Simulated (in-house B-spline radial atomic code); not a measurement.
Values are calculated unless marked as measured or tabulated.
# Weak and strong correlation along the adiabatic connection

Two-electron singlets in several external potentials (atomic units), by full CI in B-splines with partial waves to l = 8 (correlation energies up to 0.6 % small). The repulsion is scaled by λ at fixed density; W(λ) is the mean repulsion less the Hartree energy, W(0) = E_x, and the area under W from 0 to 1 is E_xc.

One system gave this curve:

```csv
λ,W (hartree)
0,-0.39534
0.02,-0.39722
0.05,-0.39994
0.12,-0.40594
0.25,-0.41589
0.4,-0.42575
0.6,-0.43679
0.8,-0.44597
1,-0.45374
1.4,-0.46614
2,-0.47956
3,-0.49421
4.5,-0.50742
7,-0.51978
10,-0.5282
```

**Question.** Which system is it?
A. ω²r²/2 − Z/r, ω = 0.0381, Z = 2
B. −Z exp(−kr)/r, Z = 8.89, k = 3.69
C. −Z/r, Z = 0.788, wall at 5.89 bohr
D. −V exp(−r²/w²), V = 27.6, w = 1.02

**Answer.** C. The exchange energy sets the size: −Z/r, Z = 0.788, wall at 5.89 bohr: E_x = -0.395, E_c = -0.0339; −Z exp(−kr)/r, Z = 8.89, k = 3.69: E_x = -4.66, E_c = -0.0467; −V exp(−r²/w²), V = 27.6, w = 1.02: E_x = -1.91, E_c = -0.0451; ω²r²/2 − Z/r, ω = 0.0381, Z = 2: E_x = -1.03, E_c = -0.042 hartree.
